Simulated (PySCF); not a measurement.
## Spinor energies of Cr¹²⁺ (chromium, charge +12)

Start: [Ne] 3s2. Calculated with PySCF 2.14 in an even-tempered Gaussian basis (19 s from 0.88 bohr⁻², ratio 2.4; 13 p from 1.1 bohr⁻², ratio 2.4; 5 d from 4.4 bohr⁻², ratio 2.6; 4 f from 6.6 bohr⁻², ratio 2.6): generalised Hartree-Fock with the X2C-1e Hamiltonian and a Gaussian nucleus; one run each with spin-orbit coupling (SO) switched off, then screened by Boettger's factors.

| spinor shell | electrons | ε, spin-free (eV) | ε, screened SO (eV) | weight of nominal j (screened SO) | rms radius, screened SO (bohr) |
| --- | --- | --- | --- | --- | --- |
| 1s1/2 | 2 | -6389.1 | -6389.0 | 1.000 | 0.0733 |
| 2s1/2 | 2 | -1053.0 | -1053.0 | 1.000 | 0.312 |
| 2p1/2 | 2 | -935.11 | -941.23 | 1.000 | 0.281 |
| 2p3/2 | 4 | -935.11 | -932.11 | 1.000 | 0.284 |
| 3s1/2 | 2 | -351.74 | -351.74 | 1.000 | 0.817 |

```tsv
quantity	spin-free	screened SO
E (hartree)	-990.35080	-990.36185
M_J	0	0
⟨J²⟩	0.000	0.000
⟨L²⟩	0.000	0.000
⟨S²⟩	0.000	0.000
```

Without spin-orbit coupling the j labels of p, d and f shells carry no meaning; the spin-free column gives the mean over the occupied spinors of each nl shell.
